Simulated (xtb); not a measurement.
C$_{2}$H$_{6}$ClGe, doublet, from a rough starting geometry; GFN2-xTB run with xtb 6.7.1.

The xtb input:
```
$ xtb mol.xyz --gfn 2 --uhf 1 --opt vtight --json

# file mol.xyz
10

C     -1.63452414    -0.48388339     0.05660247
Ge    -0.09932911     0.74508438     0.75854262
C      1.71147883    -0.05955470     0.06791287
Cl    -0.36582567     2.52441985    -0.63289769
H     -2.29940139    -0.76606411     0.84361738
H     -1.17273974    -1.40751161    -0.27582397
H     -2.12219760    -0.00228701    -0.78872337
H      2.03971996     0.55878371    -0.83086097
H      2.44274241     0.00025771     0.84344572
H      1.51251072    -1.10108279    -0.18340562
```

Output, abridged:

```
   ID    Z sym.   atoms
    1    6 C      1, 3
    2   32 Ge     2
    3   17 Cl     4
    4    1 H      5-10

           -------------------------------------------------
          |                Calculation Setup                |
           -------------------------------------------------

           -------------------------------------------------
          |                 G F N 2 - x T B                 |
           -------------------------------------------------

          ...................................................
          :                      SETUP                      :
          :.................................................:
          :  # basis functions                  34          :
          :  # atomic orbitals                  32          :
          :  # shells                           16          :
          :  # electrons                        25          :
          :  max. iterations                   250          :
          :  Hamiltonian                  GFN2-xTB          :
          :  restarted?                      false          :
          :  GBSA solvation                  false          :
          :  PC potential                    false          :
          :  electronic temp.          300.0000000     K    :
          :  accuracy                    1.0000000          :
          :  -> integral cutoff          0.2500000E+02      :
          :  -> integral neglect         0.1000000E-07      :
          :  -> SCF convergence          0.1000000E-05 Eh   :
          :  -> wf. convergence          0.1000000E-03 e    :
          :  Broyden damping             0.4000000          :
          :  net charge                          0          :
          :  unpaired electrons                  1          :
          ...................................................

 iter      E             dE          RMSdq      gap      omega  full diag
   1    -13.6556884 -0.136557E+02  0.686E+00    4.13       0.0  T
   2    -13.5341965  0.121492E+00  0.763E+00    5.68       1.0  T
   3    -13.9288200 -0.394624E+00  0.232E+00    4.89       1.0  T
   4    -13.9269862  0.183382E-02  0.957E-01    5.01       1.0  T
   5    -13.9293105 -0.232429E-02  0.240E-01    4.94       1.0  T
   6    -13.9293663 -0.558336E-04  0.972E-02    4.94       1.0  T
   7    -13.9293968 -0.304963E-04  0.328E-02    4.95       1.0  T
   8    -13.9294000 -0.321678E-05  0.236E-02    4.95       1.3  T
[...]
 * total energy  :   -13.8270155 Eh     change       -0.6917541E-06 Eh
 * total energy  :   -13.8270161 Eh     change       -0.6259024E-06 Eh
 * total energy  :   -13.8270167 Eh     change       -0.5568776E-06 Eh
 * total energy  :   -13.8270172 Eh     change       -0.4985337E-06 Eh
 * total energy  :   -13.8270176 Eh     change       -0.4423506E-06 Eh
 * total energy  :   -13.8270180 Eh     change       -0.3944825E-06 Eh
 * total energy  :   -13.8270183 Eh     change       -0.3514431E-06 Eh
 * total energy  :   -13.8270187 Eh     change       -0.3120196E-06 Eh
 * total energy  :   -13.8270189 Eh     change       -0.2746030E-06 Eh
 * total energy  :   -13.8270192 Eh     change       -0.2409527E-06 Eh
 * total energy  :   -13.8270194 Eh     change       -0.2098754E-06 Eh
 * total energy  :   -13.8270195 Eh     change       -0.9939080E-07 Eh
   *** GEOMETRY OPTIMIZATION CONVERGED AFTER 68 ITERATIONS ***
         :: total energy             -13.827019480913 Eh    ::
[...]
     5   1 H        0.925     0.052     2.293     2.368
     6   1 H        0.925     0.047     2.364     2.404
     7   1 H        0.925     0.055     2.255     2.348
     8   1 H        0.925     0.055     2.257     2.349
     9   1 H        0.925     0.052     2.290     2.366
    10   1 H        0.925     0.046     2.365     2.405

 Mol. C6AA /au·bohr⁶  :       1906.999445
 Mol. C8AA /au·bohr⁸  :      84296.000361
 Mol. α(0) /au        :         73.027156

Wiberg/Mayer (AO) data.
largest (>0.10) Wiberg bond orders for each atom

 ---------------------------------------------------------------------------
     #   Z sym  total        # sym  WBO       # sym  WBO       # sym  WBO
 ---------------------------------------------------------------------------
     1   6 C    3.952 --     6 H    0.972     5 H    0.970     7 H    0.959
                             2 Ge   0.873     3 C    0.110
     2  32 Ge   3.040 --     4 Cl   1.139     1 C    0.873     3 C    0.873
     3   6 C    3.952 --    10 H    0.972     9 H    0.969     8 H    0.959
                             2 Ge   0.873     1 C    0.110
     4  17 Cl   1.276 --     2 Ge   1.139
     5   1 H    0.997 --     1 C    0.970
     6   1 H    0.998 --     1 C    0.972
     7   1 H    0.997 --     1 C    0.959
     8   1 H    0.997 --     3 C    0.959
     9   1 H    0.997 --     3 C    0.969
    10   1 H    0.998 --     3 C    0.972
 ---------------------------------------------------------------------------

Topologies differ in total number of bonds
Writing topology from bond orders to xtbtopo.mol

molecular dipole:
                 x           y           z       tot (Debye)
 q only:        0.116      -0.829       0.410
   full:        0.147      -1.049       0.247       2.765
molecular quadrupole (traceless):
                xx          xy          yy          xz          yz          zz
 q only:        2.710       1.124      -5.126      -0.259       1.850       2.416
  q+dip:        3.707       1.363      -5.775      -0.186       1.372       2.068
   full:        3.637       1.386      -6.031      -0.252       1.823       2.394

optimized geometry written to: xtbopt.xyz

           -------------------------------------------------
          | TOTAL ENERGY              -13.827019480913 Eh   |
          | GRADIENT NORM               0.000029182354 Eh/α |
          | HOMO-LUMO GAP               5.749530114047 eV   |
           -------------------------------------------------
```
